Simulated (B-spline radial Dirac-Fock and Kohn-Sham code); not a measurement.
M3 edges in EELS at 60 kV and 20 mrad, Sr to Ho

These are calculated numbers from a radial B-spline solver; the model is the first Born approximation with generalised oscillator strengths from a Dirac-Hartree-Slater potential (longitudinal and transverse terms; continuum final states only, so no white lines or fine structure). Partial cross sections in barn for windows above the edge. Edges are tabulated values, any marked * orbital energies of the model.

```
 Z  element  edge (eV)  Δ = 50 eV  Δ = 100 eV  Δ = 200 eV
38       Sr      270.0       3710        6810       11000
40       Zr      329.8       2710        5010        8190
42       Mo      394.0       2020        3760        6220
46       Pd      532.3       1110        2130        3630
47       Ag      573.0        914        1790        3090
48       Cd      618.4        767        1520        2640
49       In      665.3        663        1300        2270
53        I      875.0        403         738        1260
54       Xe      940.6        355         639        1090
57       La     1128.0        192         364         643
58       Ce     1187.0        168         318         564
60       Nd     1297.0        134         253         450
61       Pm     1357.0        118         223         398
64       Gd     1544.0       78.6         150         272
65       Tb     1611.0       72.0         136         246
66       Dy     1676.0       64.0         121         219
67       Ho     1741.0       57.1         108         196
```
